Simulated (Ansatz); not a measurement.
PBE exchange is replaced step by step with exact exchange (0 % is PBE, 25 % PBE0; no dispersion term), basis def2-SVPD, Ansatz. System: the cluster Si₂F₃⁻. The state is a singlet with charge -1. Geometry: PBE-D4/def2-SVPD, each spin state at its own.

Geometry of the singlet:

```xyz
5

Si    0.601   -0.022    0.015
Si   -1.454   -0.966    0.011
F     1.323    1.519   -0.039
F    -2.470    0.454   -0.085
F     2.000   -0.985    0.098
```

At PBE with 10 % exact exchange/def2-SVPD, PBE with 15 % exact exchange/def2-SVPD the highest occupied level of the charge -1 singlet lies above zero (up to 0.22 eV). By energy differences its removal costs 2.23 eV (vertical, to the charge 0 doublet, at PBE0-D4/def2-TZVPD). At PBE with 10 % exact exchange/def2-SVPD the highest occupied level of the charge -1 triplet lies above zero (up to 0.19 eV). It is a level of α spin, whose loss leaves a doublet; that state wasn't run at this geometry and level. The electron is either unbound and held by the finite basis, or the level is raised by self-interaction error. At PBE with 10 % exact exchange/def2-SVPD, PBE with 15 % exact exchange/def2-SVPD the highest occupied level of the charge -1 quintet lies above zero (up to 0.47 eV). It is a level of α spin, whose loss leaves a quartet; that state wasn't run at this geometry and level. The electron is either unbound and held by the finite basis, or the level is raised by self-interaction error. The structure comes from a short search, and lower isomers may exist.

| exact exchange (%) | HOMO (eV) | LUMO (eV) | gap (eV) | triplet − singlet (kJ/mol) | quintet − singlet (kJ/mol) |
| --- | --- | --- | --- | --- | --- |
| 10 | 0.22 | 2.78 | 2.56 | 14.5 | 269.9 |
| 40 | -0.85 | 3.66 | 4.51 | 4.5 | 253.8 |

(1) Estimate the row for 15 %.

Results:

(1) 
| exact exchange (%) | HOMO (eV) | LUMO (eV) | gap (eV) | triplet − singlet (kJ/mol) | quintet − singlet (kJ/mol) |
| --- | --- | --- | --- | --- | --- |
| 15 | 0.05 | 2.93 | 2.88 | 12.9 | 267.3 |
